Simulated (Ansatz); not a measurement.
Geometry optimisation, RKS PBE0-D4/6-31G* (Ansatz).

The input (input.yaml):

```yaml
crystal:
  periodic: [false, false, false]
  atoms:
    - { symbol: B, position_ang: [0.100975, 0.611659, -0.094261] }
    - { symbol: H, position_ang: [-0.47619, -0.928348, 1.652142] }
    - { symbol: F, position_ang: [1.32724, 0.095202, -0.145141] }
    - { symbol: H, position_ang: [-0.743393, 0.186636, -0.822432] }
    - { symbol: O, position_ang: [-0.174927, 1.652759, 0.763167] }
    - { symbol: Si, position_ang: [0.828079, 2.348168, 1.914066] }
    - { symbol: H, position_ang: [1.540434, 1.289778, 2.678744] }
    - { symbol: H, position_ang: [1.815192, 3.253916, 1.265774] }
    - { symbol: H, position_ang: [-0.058336, 3.119431, 2.82193] }
    - { symbol: H, position_ang: [-0.712374, -0.266201, 1.745412] }
basis:
  gaussian: { orbitals: "6-31G*" }
hamiltonian:
  xc: pbe0
  dispersion: d4
relax:
  f_tol: 0.03
  max_steps: 50
```

Command:

```bash
$ ansatz run input.yaml --threads 1 --pin off --max-ram 2048MiB --backend cpu --events-out ev --progress --plain --runs-dir out
```

Where does it end, and by what steps?

The forces met the threshold. The force dipped under the threshold on the way, but the program's further checks kept it going. After 19 steps the energy has fallen by 0.209 eV; H2 moved furthest, 0.80 Å.

```
step  energy less start (eV)  largest force component (eV/Å)  accepted
   0                  0.0000                           1.485       yes
   1                 -0.1360                           0.452       yes
   2                 -0.1780                           0.343       yes
   3                 -0.1975                           0.169       yes
   4                 -0.1999                           0.183       yes
   5                 -0.2046                           0.080       yes
   6                 -0.2061                           0.123       yes
   7                 -0.2071                           0.082       yes
   8                 -0.2076                           0.062       yes
   9                 -0.2083                           0.021       yes
  10                 -0.2086                           0.036       yes
  11                 -0.2082                           0.104        no
  12                 -0.2087                           0.010       yes
  13                 -0.2087                           0.122        no
  14                 -0.2089                           0.020       yes
  15                 -0.2088                           0.144        no
  16                 -0.2090                           0.032       yes
  17                 -0.2091                           0.042       yes
  18                 -0.2091                           0.090        no
  19                 -0.2093                           0.027       yes
```

```xyz
10
Properties=species:S:1:pos:R:3
B 0.179 0.848 -0.276
H -0.661 -1.441 2.232
F 1.447 0.455 -0.418
H -0.643 0.436 -1.037
O -0.153 1.697 0.715
Si 0.853 2.382 1.875
H 1.439 1.322 2.737
H 1.936 3.165 1.226
H -0.004 3.279 2.687
H -0.946 -0.781 2.039
```

Whether the end is a true minimum wasn't checked by a vibrational analysis.

Time of the run: 120 s on 1 thread of Arm Neoverse N1 (shared host), peak memory 0.14 GiB.
